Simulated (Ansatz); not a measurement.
Two members of one family (Series SiH3X), computed with Ansatz in the gas phase. The two geometries come from different levels. Binding counts from free atoms in the multiplicity of their measured ground term, without zero-point energy. A dash marks a value that wasn't run or was left out as unsound. The structures are stationary points that may keep the symmetry of their start. Remarks come from the PBE and PBE0 runs and from stability tests at other levels; not every state was tested. HOMO above LUMO (over both spins in singlets and doublets, within one spin in higher multiplets; at PBE or PBE0), or a gap under 0.15 eV within one spin, warns that the state may not be the lowest or that an electron is smeared out.

First: Si(CCH)H3 (singlet, charge 0, PBE0-D4/def2-TZVP geometry).

Cartesian coordinates in Å:
```
Si -0.065 -0.345 1.009
C 0.046 0.237 -0.715
C 0.120 0.632 -1.853
H 0.186 0.978 -2.859
H 0.473 0.700 1.913
H 0.725 -1.590 1.159
H -1.485 -0.612 1.346
```

```
            level  HOMO (eV)  LUMO (eV)  gap (eV)  vertical IE (eV)  vertical triplet (eV)  binding per atom (eV)
  PBE-D4/def2-SVP      -6.99      -0.84      6.15                 –                      –                   3.90
 PBE-D4/def2-TZVP      -7.11      -1.05      6.06             10.45                   5.20                   3.90
 B97M-V/def2-TZVP      -7.38      -0.86      6.52                 –                      –                   3.86
 PBE0-D4/def2-SVP      -8.26       0.10      8.36                 –                      –                   3.84
PBE0-D4/def2-TZVP      -8.32      -0.10      8.23             10.62                   5.11                   3.84
```

Remarks: gap within one spin near zero at PBE or PBE0 (+1 doublet).

Second: Si(NCS)H3 (singlet, charge 0, PBE-D4/def2-SVP geometry).

```xyz
7

Si    0.234   -0.385    1.011
N    -0.131    0.211   -0.576
C    -0.388    0.636   -1.677
S    -0.723    1.192   -3.122
H     1.500    0.261    1.491
H     0.408   -1.874    0.943
H    -0.901   -0.040    1.930
```

Task: Estimate how these quantities change from the first to the second (second minus first).

Result: 
| level | Δ HOMO (eV) | Δ LUMO (eV) | Δ gap (eV) | Δ vertical IE (eV) | Δ vertical triplet (eV) | Δ binding per atom (eV) |
| --- | --- | --- | --- | --- | --- | --- |
| PBE-D4/def2-SVP | 0.72 | -0.52 | -1.24 | – | – | 0.04 |
| PBE-D4/def2-TZVP | 0.70 | -0.57 | -1.26 | -0.97 | -0.84 | 0.03 |
| B97M-V/def2-TZVP | 0.66 | -0.54 | -1.20 | – | – | -0.01 |
| PBE0-D4/def2-SVP | 0.82 | -0.62 | -1.44 | – | – | -0.03 |
| PBE0-D4/def2-TZVP | 0.79 | -0.64 | -1.43 | -1.00 | -0.76 | -0.03 |
